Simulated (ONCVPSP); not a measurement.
**gallium (Ga), ONCV: configuration errors across variants**

gallium (Ga), optimised norm-conserving Vanderbilt (ONCV), made with ONCVPSP 4.0.1 (Wu-Cohen, scalar-relativistic). Core [Ar] 3d10, reference 4s2 4p1. Waves: 4s: rc 1.95 bohr, ncon 4, nbas 8, qcut 3.5 1/bohr, local; 4p: rc 2.80 bohr, ncon 4, nbas 7, qcut 3.4 1/bohr, 2 projectors, debl 3.4 Ha; d scattering state at 0.04 Ha: rc 2.90 bohr, ncon 5, nbas 8, qcut 3.7 1/bohr, 2 projectors, debl 1.2 Ha. Local part: the s channel. Core correction: Teter function, fcfact 2.25, rcfact 1.15.

All-electron excitation energies from the reference (eV): (1) 4s2 4p0 5.680; (2) 4s1 4p0 26.863; (3) 4s2 4p0.5 2.024; (4) 4s0 4p3 13.448.

2 further variants failed, have other tests or too few solved ones, and are left out.

A true bound ghost makes a file unfit for plane-wave use even where its test errors are small: the radial tests pick states by their node count and pass the ghost by.

Errors AE − PS in meV (a dash: test not solved or not reliable):

| change | (1) | (2) | (3) | (4) | bound ghosts | GHOST(+) flags above zero |
| --- | --- | --- | --- | --- | --- | --- |
| base | -6.0 | -83 | -1.2 | +14 | d | none |
| p: rc 3.2 | -8.1 | -91 | -1.5 | +28 | d | none |
| d: nbas 9 | -6.0 | -83 | -1.2 | +14 | d | none |
| p: qcut 3.7 | -5.8 | -81 | -1.2 | +11 | d | none |
| core correction Teter function, fcfact 1.3, rcfact 1.15 | -7.7 | -74 | -1.5 | +29 | d | none |
| all radii but the core radius scaled by about 1.20 (s 2.34, p 3.36, d 3.48 bohr) | -6.8 | -99 | -1.2 | -6.5 | none | d |
| d: qcut 3.1 | -6.0 | -83 | -1.2 | +14 | d | none |
| d: rc 2.86 | -6.0 | -83 | -1.2 | +14 | d | none |

Q: Give the same row for: core correction Teter function, fcfact 2.25, rcfact 1.6.

A: -40, -335, -5.1, -25; bound ghosts: d; GHOST(+) flags above zero: none.
